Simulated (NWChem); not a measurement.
System: CH4Be; SMILES [BeH][CH3]

The following NWChem deck was run.

```
start job
memory heap 200 mb stack 900 mb global 1100 mb
geometry units angstroms
  Be     0.000000     0.000000    -1.060594
  H      0.000000     0.000000    -2.404968
  C      0.000000     0.000000     0.618921
  H      0.723573     0.731248     1.044286
  H      0.271493    -0.992256     1.044286
  H     -0.995066     0.261008     1.044286
end
basis spherical
  Be library def2-svp
  H library def2-svp
  C library def2-svp
end
dft
  xc becke88 lyp
  iterations 150
end
driver
  maxiter 120
end
task dft optimize
task dft freq
```

The level has its own optimisation; frequencies are unscaled.

**Question.** Give the results of this calculation. (BLYP/def2-SVP.) Quantities: r Be–H (Å); r Be–C (Å); r C–H (Å); highest harmonic frequency (cm⁻¹); lowest (cm⁻¹); zero-point energy (kcal/mol); dipole (D).

**Answer.** 
```json
{
 "r Be–H (Å)": "1.336",
 "r Be–C (Å)": "1.680",
 "r C–H (Å)": "1.114",
 "highest harmonic frequency (cm⁻¹)": "2991",
 "lowest (cm⁻¹)": "437",
 "zero-point energy (kcal/mol)": "26.0",
 "dipole (D)": "0.70"
}
```
